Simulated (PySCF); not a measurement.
# Core binding energy against partial charge

C5H8BNO2.
Geometry (PBE0-D3(BJ)/def2-SVP, Å), atoms numbered from 1 in this order:
```
atom  x, y, z in Å
C1     2.648    0.462   -0.193
N2     2.280   -0.926   -0.119
C3     1.101   -1.339    0.095
C4    -0.134   -0.552    0.325
O5    -0.052    0.721    0.361
B6    -1.256    1.522    0.868
O7    -2.496    0.836    0.289
C8    -2.504   -0.432    0.247
C9    -1.366   -1.216    0.421
H10    2.454    0.981    0.760
H11    2.068    1.007   -0.956
H12    3.718    0.541   -0.430
H13    0.945   -2.429    0.126
H14   -1.299    1.396    2.084
H15   -1.186    2.649    0.433
H16   -3.471   -0.893   -0.006
H17   -1.422   -2.302    0.372
```

Binding energies: delta-SCF UKS SCAN, pcX-2 on the ionised atom, pcseg-1 elsewhere, spin-free X2C (PySCF 2.14.0). Charges: PBE0/pcSseg-1 ground-state density, for the ionised atom.

| atom | environment | C 1s (eV) | Mulliken (e) | IAO (e) | Hirshfeld (e) | ESP (e) |
| --- | --- | --- | --- | --- | --- | --- |
| C9 | alkene CH carbon | 290.89 | -0.275 | -0.331 | -0.107 | -0.875 |
| C1 | N-methyl carbon | 291.54 | -0.118 | -0.311 | -0.072 | +0.194 |
| C3 | imine carbon | 292.16 | +0.116 | -0.012 | +0.029 | +0.095 |

Question: How well does each charge scheme correlate with the binding energies over these sites?

Answer: Mulliken: r = 0.99, slope 3.2 eV per e; Hirshfeld: r = 0.96, slope 8.6 eV per e; IAO: r = 0.88, slope 3.2 eV per e; ESP: r = 0.83, slope 0.9 eV per e. Mulliken charges have the highest r, on only 3 points.

Question: The point-charge model writes a binding energy as kq + V + constant, with V the potential of the other atoms' charges at the site. What does it give with the Mulliken charges?

Answer: V = Σ 14.40 eV Å × q/r over all other atoms: +4.81 eV at C9, +1.63 eV at C1, -1.75 eV at C3. Fitting binding energy − V to q gives k = 19.8 eV per e and leaves an rms residual of 0.33 eV, against 0.07 eV for the fit on q alone. The model has no term for differences in relaxation between sites.

The unrestricted hole states depart most from a pure doublet (⟨S²⟩ = 0.75; over 0.85 named) for C 1s of C3 (0.96), which makes this value less certain. The structure is a single PBE0-D3(BJ)/def2-SVP conformer in the gas phase; no vibrational or solvent corrections.
